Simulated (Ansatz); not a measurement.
Geometry optimisation, RKS LDA/def2-SVP in Ansatz 0.2.0.

Input:

```yaml
crystal:
  periodic: [false, false, false]
  atoms:
    - { symbol: "N", position_ang: [-1.918, 1.9999, 0.5536] }
    - { symbol: C, position_ang: [-1.3797, 0.9022, 0.4978] }
    - { symbol: B, position_ang: [-0.3537, 0.5729, -0.6308] }
    - { symbol: C, position_ang: [0.4528, -0.8518, -0.6859] }
    - { symbol: C, position_ang: [1.3842, -1.0698, 0.4343] }
    - { symbol: F, position_ang: [0.7352, -1.0907, 1.6732] }
    - { symbol: H, position_ang: [-1.7463, 2.7888, -0.1442] }
    - { symbol: H, position_ang: [-1.5753, 0.1727, 1.2388] }
    - { symbol: H, position_ang: [-0.1048, 1.3733, -1.4329] }
    - { symbol: H, position_ang: [0.9149, -0.9452, -1.629] }
    - { symbol: H, position_ang: [-0.4093, -1.6539, -0.6214] }
    - { symbol: H, position_ang: [1.9359, -2.0161, 0.3179] }
    - { symbol: H, position_ang: [2.0847, -0.217, 0.4434] }
basis:
  gaussian: { orbitals: def2-SVP }
hamiltonian:
  xc: lda
relax:
  f_tol: 0.015
  max_steps: 40
```

Launched with:

```bash
$ ansatz run input.yaml --threads 2 --pin off --max-ram 3072MiB --backend cpu --events-out ev --progress --plain --runs-dir out
```

Where does it end, and by what steps?

The run converged. After 24 steps the energy has fallen by 0.840 eV; H9 moved furthest, 1.40 Å.

| step | energy less start (eV) | largest force component (eV/Å) | accepted |
| --- | --- | --- | --- |
| 0 | 0.0000 | 4.931 | yes |
| 1 | -0.5603 | 1.323 | yes |
| 2 | -0.6285 | 0.558 | yes |
| 3 | -0.6013 | 0.936 | no |
| 4 | -0.7063 | 0.433 | yes |
| 5 | -0.7231 | 0.208 | yes |
| 6 | -0.7372 | 0.131 | yes |
| 7 | -0.7598 | 0.315 | yes |
| 8 | -0.7729 | 0.508 | yes |
| 9 | -0.7890 | 0.410 | yes |
| 10 | -0.8062 | 0.344 | yes |
| 11 | -0.8021 | 0.538 | no |
| 12 | -0.8191 | 0.083 | yes |
| 13 | -0.8219 | 0.270 | yes |
| 14 | -0.8282 | 0.329 | yes |
| 15 | -0.8320 | 0.085 | yes |
| 16 | -0.8351 | 0.109 | yes |
| 17 | -0.8368 | 0.075 | yes |
| 18 | -0.8383 | 0.088 | yes |
| 19 | -0.8388 | 0.111 | yes |
| 20 | -0.8392 | 0.095 | yes |
| 21 | -0.8394 | 0.043 | yes |
| 22 | -0.8394 | 0.048 | yes |
| 23 | -0.8396 | 0.016 | yes |
| 24 | -0.8396 | 0.012 | yes |

```xyz
13
Properties=species:S:1:pos:R:3
N -1.373 2.262 0.640
C -1.042 1.020 0.659
B -0.673 0.295 -0.665
C 0.510 -0.705 -0.775
C 1.147 -1.096 0.529
F 0.180 -1.557 1.389
H -1.533 2.556 -0.350
H -0.864 0.556 1.660
H -1.271 0.643 -1.678
H 1.262 -0.292 -1.492
H 0.117 -1.605 -1.313
H 1.914 -1.898 0.407
H 1.648 -0.216 1.002
```

Whether the end is a true minimum wasn't checked by a vibrational analysis.

Run time: 51 s on 2 threads of Arm Neoverse V1, on a shared host, peak memory 0.15 GiB.
